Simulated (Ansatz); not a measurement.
Si₂Te⁻. Charge -1, multiplicity 2. Geometry r2SCAN-D4/def2-TZVP, that of the neutral singlet; atoms count from 1.

```xyz
3

Si    1.350   -0.055    0.380
Si   -0.513   -1.068   -0.752
Te   -0.837    1.123    0.372
```

In the def2 sets Te takes a core potential; there is no spin–orbit coupling. The structure comes from a short search, and lower isomers may exist.

Estimate the Mulliken populations from the PBE0/def2-TZVPD orbitals of Ansatz.


```csv
atom,charge (e),spin (α − β)
Si1,-0.40,0.35
Si2,-0.40,0.35
Te3,-0.19,0.30
```
Mulliken values depend strongly on the basis. With diffuse functions, as here, like atoms can get unlike values, and bond orders can come out too low or too high.

Where does the spin sit?

Summed by element: Si 0.70, Te 0.30, of 1 unpaired in all. Largest on single atoms: Si1 0.35, Si2 0.35, Te3 0.30.

And the Mayer bond orders between heavy atoms (over 0.3)?

Si1–Si2 1.38 (2.40 Å); Si1–Te3 1.11 (2.48 Å); Si2–Te3 1.11 (2.48 Å).
